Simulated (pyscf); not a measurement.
## •HP–InH₂ (SMILES [PH][InH2]), doublet

Gas-phase minimum from PySCF at ωB97X-D3(BJ)/def2-SVP, one conformer. •HP–InH₂ lies 14.9 kcal/mol over its isomer [H₂P–InH]•, and others may lie lower still (electronic energy, ωB97M-D3(BJ)). 

SMILES: [PH][InH2]
```xyz
5

P      1.0737     0.7573     1.1587
In     0.1549    -0.0517    -1.0084
H      0.1319     1.8355     1.1889
H     -1.5549    -0.2508    -1.1692
H      1.2355    -0.4408    -2.2985
```
Charge 0, spin multiplicity 2.

Bonded distances (Å): P1–In2 2.489, P1–H3 1.432, In2–H4 1.729, In2–H5 1.727. Bond angles (°): In2–P1–H3 91.2, P1–In2–H4 118.9, P1–In2–H5 119.5, H4–In2–H5 121.6.

Properties at ωB97X-D3(BJ)/def2-SVP:

```yaml
harmonic_wavenumbers_unscaled: 80, 325, 337, 473, 631, 642, 1816, 1827, 2409 cm⁻¹
zero_point_energy: 12.2 kcal/mol
rotational_symmetry_number: 1
Entropy of this conformer at 298 K and 1 atm, rigid rotor and harmonic oscillator, modes under 100 cm⁻¹ raised to 100: 306.9 J/(mol K)
dipole_moment: 0.94 D
Spin expectation value S2: 0.754
```

Single-point totals, which compare only within one level (frozen core for MP2 and CC):

| level | total energy (hartree) |
|---|---|
| ωB97X-D3(BJ)/def2-TZVP | -533.33637 |
| PBE/def2-TZVP | -533.07955 |
| r²SCAN/def2-TZVP | -533.28729 |
| B3LYP-D3(BJ)/def2-TZVP | -533.34133 |
| PBE0-D3(BJ)/def2-TZVP | -533.11441 |
| M06-2X/def2-TZVP | -533.14075 |
| ωB97M-D3(BJ)/def2-TZVP | -533.31357 |
| UHF/def2-TZVPP | -531.66764 |
| MP2/def2-TZVPP | -532.08907 |
| CCSD/def2-TZVPP | -532.11685 |
| CCSD(T)/def2-TZVPP | -532.13172 |

Soft torsions are taken as harmonic, which can shift the entropy by several J/(mol K). The CCSD(T) − MP2 part came from Ansatz, without density fitting, on the same reference. The frozen core leaves the outer d or s,p core shells of the metals and heavy elements correlated in the MP2 and CC values, and def2-TZVPP describes them poorly, so these totals are far from the basis limit. Elements past Kr carry the def2 core potentials, without spin-orbit coupling.
